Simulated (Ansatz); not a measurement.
Reaction (substitution at a C–Sn bond): `B[CH2][SnH]([Cl])[Cl]` + `[NH2][GeH3]` → `BC[NH][GeH3]` + `[Cl][SnH2][Cl]`

Program: Ansatz. Geometries: PBE0-D4/def2-TZVP. ΔE: electronic, gas phase. CCSD(T)/CBS adds triple-zeta CCSD(T) − MP2 to the extrapolated MP2 energy (def2 sets, frozen cores). DFT in def2-TZVPP. B3LYP here is the variant with VWN-RPA as its local correlation; programs differ in this. HSE06 is defined as in plane-wave codes. def2 core potentials past Kr. For Ge, Sn outer-core shells are correlated without core-valence functions, which leaves a few kJ/mol of doubt a bond. Scalar relativity is left out up to krypton. Each species was taken in one conformer, which may not be the lowest.

```json
{"level": "LDA (SPW92)", "ΔE (kJ/mol)": "72.5", "difference from CCSD(T)/CBS": "-46.8"}
{"level": "PBE-D4", "ΔE (kJ/mol)": "93.9", "difference from CCSD(T)/CBS": "-25.4"}
{"level": "revPBE-D4", "ΔE (kJ/mol)": "95.5", "difference from CCSD(T)/CBS": "-23.8"}
{"level": "r2SCAN-D4", "ΔE (kJ/mol)": "102.4", "difference from CCSD(T)/CBS": "-16.9"}
{"level": "B97M-V", "ΔE (kJ/mol)": "98.3", "difference from CCSD(T)/CBS": "-21.0"}
{"level": "PBE0-D4", "ΔE (kJ/mol)": "100.3", "difference from CCSD(T)/CBS": "-19.0"}
{"level": "B3LYP-D4", "ΔE (kJ/mol)": "104.6", "difference from CCSD(T)/CBS": "-14.7"}
{"level": "r2SCANh-D4", "ΔE (kJ/mol)": "103.7", "difference from CCSD(T)/CBS": "-15.6"}
{"level": "r2SCAN0-D4", "ΔE (kJ/mol)": "105.4", "difference from CCSD(T)/CBS": "-13.9"}
{"level": "HSE06-D4", "ΔE (kJ/mol)": "100.3", "difference from CCSD(T)/CBS": "-19.0"}
{"level": "BHLYP-D4", "ΔE (kJ/mol)": "111.5", "difference from CCSD(T)/CBS": "-7.8"}
{"level": "CAM-B3LYP-D4", "ΔE (kJ/mol)": "100.4", "difference from CCSD(T)/CBS": "-18.9"}
{"level": "ωB97X-V", "ΔE (kJ/mol)": "104.3", "difference from CCSD(T)/CBS": "-15.0"}
{"level": "ωB97M-V", "ΔE (kJ/mol)": "105.3", "difference from CCSD(T)/CBS": "-14.0"}
{"level": "B2PLYP", "ΔE (kJ/mol)": "109.2", "difference from CCSD(T)/CBS": "-10.1"}
{"level": "PBE-QIDH", "ΔE (kJ/mol)": "110.0", "difference from CCSD(T)/CBS": "-9.3"}
{"level": "PBE", "ΔE (kJ/mol)": "91.3", "difference from CCSD(T)/CBS": "-28.0"}
{"level": "revPBE", "ΔE (kJ/mol)": "95.5", "difference from CCSD(T)/CBS": "-23.8"}
{"level": "BLYP", "ΔE (kJ/mol)": "96.5", "difference from CCSD(T)/CBS": "-22.8"}
{"level": "r2SCAN", "ΔE (kJ/mol)": "101.7", "difference from CCSD(T)/CBS": "-17.6"}
{"level": "PBE0", "ΔE (kJ/mol)": "97.7", "difference from CCSD(T)/CBS": "-21.6"}
{"level": "B3LYP", "ΔE (kJ/mol)": "100.2", "difference from CCSD(T)/CBS": "-19.1"}
{"level": "r2SCAN0", "ΔE (kJ/mol)": "104.5", "difference from CCSD(T)/CBS": "-14.8"}
{"level": "BHLYP", "ΔE (kJ/mol)": "105.9", "difference from CCSD(T)/CBS": "-13.4"}
{"level": "CAM-B3LYP", "ΔE (kJ/mol)": "97.4", "difference from CCSD(T)/CBS": "-21.9"}
{"level": "LC-ωPBE", "ΔE (kJ/mol)": "99.4", "difference from CCSD(T)/CBS": "-19.9"}
{"level": "RPA@PBE/def2-TZVPP", "ΔE (kJ/mol)": "113.8", "difference from CCSD(T)/CBS": "-5.5"}
{"level": "HF/def2-SVP", "ΔE (kJ/mol)": "102.8", "difference from CCSD(T)/CBS": "-16.5"}
{"level": "MP2/def2-SVP", "ΔE (kJ/mol)": "103.2", "difference from CCSD(T)/CBS": "-16.1"}
{"level": "CCSD(T)/def2-SVP", "ΔE (kJ/mol)": "96.9", "difference from CCSD(T)/CBS": "-22.4"}
{"level": "MP2/def2-TZVPP", "ΔE (kJ/mol)": "124.1", "difference from CCSD(T)/CBS": "4.8"}
{"level": "SCS-MP2/def2-TZVPP", "ΔE (kJ/mol)": "120.9", "difference from CCSD(T)/CBS": "1.6"}
{"level": "CCSD/def2-TZVPP", "ΔE (kJ/mol)": "115.6", "difference from CCSD(T)/CBS": "-3.7"}
{"level": "CCSD(T)/def2-TZVPP", "ΔE (kJ/mol)": "115.4", "difference from CCSD(T)/CBS": "-3.9"}
{"level": "HF/def2-QZVPP", "ΔE (kJ/mol)": "114.9", "difference from CCSD(T)/CBS": "-4.4"}
{"level": "MP2/def2-QZVPP", "ΔE (kJ/mol)": "126.2", "difference from CCSD(T)/CBS": "6.9"}
{"level": "SCS-MP2/def2-QZVPP", "ΔE (kJ/mol)": "123.0", "difference from CCSD(T)/CBS": "3.7"}
{"level": "HF/CBS(def2)", "ΔE (kJ/mol)": "114.9", "difference from CCSD(T)/CBS": "-4.4"}
{"level": "MP2/CBS(def2)", "ΔE (kJ/mol)": "127.9", "difference from CCSD(T)/CBS": "8.6"}
{"level": "CCSD/CBS(def2)", "ΔE (kJ/mol)": "119.5", "difference from CCSD(T)/CBS": "0.2"}
{"level": "CCSD(T)/CBS", "ΔE (kJ/mol)": "119.3", "difference from CCSD(T)/CBS": "0"}
```

Largest T1 diagnostic among the species: 0.012.

The D4 term adds +4.4 kJ/mol with B3LYP and +2.6 kJ/mol with PBE0; it sums over pairs of atoms, weighted by their polarisabilities, and B3LYP, whose exchange is more repulsive, gets the larger term. From PBE to PBE0 (25 % exact exchange), in def2-TZVPP and without D4, ΔE moves by +6.4 kJ/mol.
